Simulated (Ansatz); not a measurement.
`[F][Ga]([SiH3])[Cl]` + `CB(N)CCl` → `CB(N)C[SiH3]` + `[F][Ga]([Cl])[Cl]`  (redistribution)

Isolated molecules relaxed with PBE0-D4/def2-TZVP in Ansatz; ΔE leaves out vibrations. CBS: MP2 limit from def2 TZ/QZ plus the TZ coupled-cluster correction, frozen cores. For Ga outer-core shells are correlated without core-valence functions, which leaves a few kJ/mol of doubt a bond. Scalar relativity is left out up to krypton. Each species was taken in one conformer, which may not be the lowest.

```tsv
species	HF/def2-QZVPP energy (Eh)
`[F][Ga]([SiH3])[Cl]`	-2773.11350
`CB(N)CCl`	-618.60580
`CB(N)C[SiH3]`	-449.78454
`[F][Ga]([Cl])[Cl]`	-2941.99541
```

Task: Work out ΔE.

Result: ΔE = (-449.78454) + (-2941.99541) − (-2773.11350) − (-618.60580) = -0.06065 Eh = -159.2 kJ/mol. CCSD(T)/CBS gives -142.3 kJ/mol.

Largest T1 diagnostic among the species: 0.013.

The D4 term adds −3.2 kJ/mol with B3LYP and −1.8 kJ/mol with PBE0; it sums over pairs of atoms, weighted by their polarisabilities, and B3LYP, whose exchange is more repulsive, gets the larger term. From PBE to PBE0 (25 % exact exchange), in def2-TZVPP and without D4, ΔE moves by −11.9 kJ/mol.

B3LYP here is the variant with VWN-RPA as its local correlation; programs differ in this.
